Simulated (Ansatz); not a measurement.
CHClFGeN (`N#[C][GeH]([F])[Cl]`), relaxed with RKS PBE0-D4/def2-TZVP in Ansatz from a PBE-D4/def2-SVP geometry. The force threshold is 0.005 eV/Å; the program also tests the step.

Charge 0, multiplicity 1.

Start:

```xyz
6

N     2.084   -0.886   -1.178
C     1.145   -0.478   -0.606
Ge   -0.378    0.202    0.357
F    -0.492    1.890   -0.063
Cl   -2.125   -0.792   -0.391
H    -0.234    0.065    1.881
```

Question: By how much does the energy fall, and how many steps does the optimiser take? (Estimate.)

Answer: The calculation gave: 5.25 kJ/mol, in 5 steps.

Question: Which bonds change most? (An estimate is asked.)

Answer: The calculation gave: Ge3–Cl5 from 2.145 to 2.113 Å; Ge3–F4 from 1.743 to 1.717 Å; N1–C2 from 1.173 to 1.151 Å; Ge3–H6 from 1.536 to 1.520 Å.

Question: Give the relaxed structure. (Estimate.)

Answer: Computed: 
```xyz
6

N     2.060   -0.884   -1.157
C     1.140   -0.463   -0.610
Ge   -0.376    0.199    0.352
F    -0.494    1.861   -0.063
Cl   -2.101   -0.774   -0.383
H    -0.230    0.062    1.860
```
